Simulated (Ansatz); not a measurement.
Two isomers of CH8O4Si2: A = `CO[Si](O)(O)O[SiH3]`, B = `CO[SiH](O)[SiH](O)O`.

Computed with Ansatz on PBE0-D4/def2-TZVP structures; ΔE is electronic, products minus reactants. CBS: MP2 limit from def2 TZ/QZ plus the TZ coupled-cluster correction, frozen cores. DFT in def2-TZVPP. B3LYP here is the variant with VWN-RPA as its local correlation; programs differ in this. One conformer a species, not always the lowest.

**Question.** Which is lower in electronic energy at CCSD(T)/CBS, and by how much? (Estimate.)

**Answer.** The calculation gave: A, by 41.9 kcal/mol.

**Question.** Give E(B) − E(A) in kcal/mol with MP2/def2-TZVPP, r2SCAN-D4, B3LYP, CCSD(T)/def2-TZVPP, B3LYP-D4, HF/def2-TZVPP, B2PLYP. (An estimate is asked.)

**Answer.** Ansatz gave: MP2/def2-TZVPP 43.3, r2SCAN-D4 41.1, B3LYP 40.4, CCSD(T)/def2-TZVPP 42.6, B3LYP-D4 40.9, HF/def2-TZVPP 49.1, B2PLYP 41.9. None reverses the order clearly.

Largest T1 diagnostic: 0.012.

From PBE to PBE0 (25 % exact exchange), in def2-TZVPP and without D4, E(B) − E(A) moves by +3.7 kcal/mol. In def2-TZVPP, CCSD(T) changes the Hartree–Fock value by −6.5 kcal/mol (the triples alone add −1.0 kcal/mol) and MP2 by −5.8 kcal/mol.
